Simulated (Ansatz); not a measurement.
Program: Ansatz. Geometries: PBE0-D4/def2-TZVP. ΔE: electronic, gas phase. CCSD(T)/CBS is the MP2 limit (def2-TZVPP, def2-QZVPP) plus CCSD(T) − MP2 in def2-TZVPP, frozen cores. This one scheme is used for every species. Functionals use def2-TZVPP. For Mg outer-core shells are correlated without core-valence functions, which leaves a few kJ/mol of doubt a bond. Each species was taken in one conformer, which may not be the lowest.

`[SiH3][O][Mg][SH]` + H₂S → `[SH][Mg][SH]` + silanol  (ligand exchange at a Mg–O bond)

`[SiH3][O][Mg][SH]`:

Cartesian coordinates in Å:
```
Si 0.423 -1.640 0.768
O 0.127 -0.156 0.209
Mg -0.205 1.484 -0.415
S -0.611 3.590 -1.186
H -0.843 -2.365 1.080
H 1.176 -2.455 -0.230
H 1.236 -1.594 2.019
H -1.303 3.136 -2.245
```

H₂S:

```xyz
3

S     0.074    0.549    0.278
H     0.827   -0.176   -0.563
H    -0.901   -0.373    0.285
```

`[SH][Mg][SH]`:

```xyz
5

S     0.149    2.143   -0.867
Mg   -0.200    0.181    0.251
S    -0.566   -1.765    1.389
H     1.459    1.883   -1.034
H    -0.842   -2.443    0.261
```

`O[SiH3]`:

Z-matrix (Å, degrees):
```
Si
O 1 1.648
H 1 1.489 2 111.7
H 1 1.489 2 111.7 3 120.9
H 1 1.481 2 105.9 3 -119.6
H 2 0.957 1 117.9 3 -60.5
```

Is it downhill or uphill in electronic energy at CCSD(T)/CBS, and by how much? (Best estimate.)

The calculation gave: Uphill: ΔE = +0.27 eV.

What do these levels give: PBE-QIDH, PBE, BHLYP, CAM-B3LYP, MP2/def2-SVP, HF/CBS(def2)? (Estimate.)

Computed: PBE-QIDH 0.18, PBE 0.12, BHLYP 0.24, CAM-B3LYP 0.27, MP2/def2-SVP 0.40, HF/CBS(def2) 0.27 eV.

Largest T1 diagnostic among the species: 0.011.

At CCSD(T), def2-SVP lies +0.13 eV from the extrapolated value and def2-TZVPP −0.02 eV. Leaving LDA and LC-ωPBE aside and taking each functional with its dispersion term where it has one, the values, not all of them listed here, spread over 0.15 eV, from HSE06-D4 to CAM-B3LYP-D4.
